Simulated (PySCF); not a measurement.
# Correlation energy of Sc⁺ (scandium, charge +1)

Starting occupation: [Ar] 3d1 4s1, 3d3/2 with m_j = +3/2, 4s1/2 with m_j = -1/2. Calculation: PySCF 2.14, in x2c-TZVPall-2c (6s7p4d1f, 54 functions); X2C-1e with screened-nucleus spin-orbit coupling, Gaussian nucleus. Frozen: [Ne]; 10 electrons correlated.

MP2 pair energies summed by pair of shells (mhartree):

| pair | energy | share (%) |
| --- | --- | --- |
| 3p-3p | -126.34 | 64.4 |
| 3d-3p | -21.11 | 10.8 |
| 3p-3s | -19.74 | 10.1 |
| 3p-4s | -15.42 | 7.9 |
| 3s-3s | -6.04 | 3.1 |
| 3d-3s | -3.92 | 2.0 |
| 3d-4s | -2.74 | 1.4 |
| 3s-4s | -0.92 | 0.5 |

Total MP2 correlation energy: -196.24 mhartree.

The GHF reference relaxed away from the jj start to a determinant that is no pure jj level (⟨S²⟩ = 2.00, ⟨J²⟩ = 3.86); the energies belong to that determinant.

This basis was not built for core-valence correlation, so the inner-shell part is incomplete.
